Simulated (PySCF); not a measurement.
SMILES CC([CH2])OC(=O)C (C₅H₉O₂), doublet, GFN2-xTB optimised geometry. Atoms within 1.6 Å of the plane z = 1.2 Å (x, y, z in Å): C1 (0.46, 2.14, 2.62), C2 (-0.17, 1.59, 1.41), C3 (-1.70, 1.63, 1.45), O4 (0.29, 0.23, 1.24), C5 (0.53, -0.19, 0.00), C6 (1.01, -1.62, 0.00), H10 (0.16, 2.13, 0.50), H11 (-2.06, 1.03, 2.29), H12 (-2.03, 2.65, 1.57), H13 (-2.10, 1.22, 0.52), H14 (2.10, -1.62, 0.00), H15 (0.66, -2.13, 0.89).

Calculation: unrestricted CAM-B3LYP/def2-TZVP run with PySCF. Cells within 0.4 Å of a nucleus heavier than hydrogen are left out (blank, or x).

Map of the electrostatic potential (hartree/e), clipped to [-0.08, 0.12] on the plane z = 1.2 Å:

```
|0001111111111100000000000000000|
|0001111111111110000000000000000|
|0011111222211111000000000000000|
|0011112343221111100000000000000|
|0011124687432222110000000000000|
|0011126999843344321000000000000|
|0001127999976799742100000000000|
|0001126999999999984210000000000|
|0000127999999999997311000000000|
|000013999xx999xx999421100000000|
|000013999xx999xx999421100000000|
|0000127999999999999421110000000|
|0000124999999999999411100000000|
|0000012479978999x99510000000000|
|000001112333499xxx9710011110000|
|000000011111179xxx9721111111100|
|0000000000000299999521111111110|
|0000000000000039998421111111110|
|0000000000000013565432111111111|
|0000000000000012456532221111111|
|0000000000000124799643222111111|
|0000000000001136999942222111111|
|0000000000011239999942211111111|
|0000000000111238999942111111111|
|0000000000111135999531111111111|
|0000000000111123454321111111111|
|0000000000111112222211111111110|
|0000000000111111111111111111100|
|0000000000011111111111111111000|
|0000000000001111111111111110000|
|0000000000000111111111111000000|
```
Scale: ten equal steps from -0.007 (start of '0') to 0.120 (end of '9'), in the order '0123456789'; x runs from -4.50 to 4.50, y from -4.50 (bottom) to 4.50 (top).
